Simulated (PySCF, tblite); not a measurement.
Q: Write a Z-matrix for `C[C@@H]1CCS[C@@H]1CF` as optimised with GFN2-xTB.

A: 
Z-matrix in Å and degrees, rows numbered from 1:
```
C 
C   1  1.5240
C   2  1.5294  1  112.76
C   3  1.5180  2  106.67  1  -174.63
S   4  1.8289  3  106.26  2    37.23
C   2  1.5346  1  113.63  3  -120.99
C   6  1.5261  2  116.13  1    39.73
F   7  1.3707  6  113.11  2    48.47
H   1  1.0866  2  110.99  3    54.67
H   1  1.0879  2  110.75  3   175.93
H   1  1.0875  2  109.53  3   -64.66
H   2  1.0970  1  108.79  3   119.90
H   3  1.0905  2  111.15  1    64.76
H   3  1.0901  2  109.72  1   -55.35
H   4  1.0875  3  113.18  2   155.94
H   4  1.0907  3  111.94  2   -79.71
H   6  1.0928  2  111.28  1   -81.96
H   7  1.0945  6  109.83  2   167.48
H   7  1.0955  6  110.69  2   -70.99
```

The 5-membered ring C2–C3–C4–S5–C6 has internal angles of 94.4° to 106.7°; it is puckered, 0.20 Å rms from its mean plane, widest ring torsion 50°. Of the pairs four or more bonds apart, F8···H14 is among the closest relative to their van der Waals radii: 2.35 Å, 88 % of the sum of Bondi's values.

Structure optimised with GFN2-xTB, isolated species.

Point group: C1 (no symmetry element, even within 0.4 Å). Its GFN2-xTB frequencies are all real (lowest 77 cm⁻¹). The numbers are those of one conformer (S5–C6–C7–F8 -72°, C1–C2–C3–C4 -175°, C2–C3–C4–S5 37°, C3–C4–S5–C6 -13°, C4–S5–C6–C7 112°).

These are computed values.
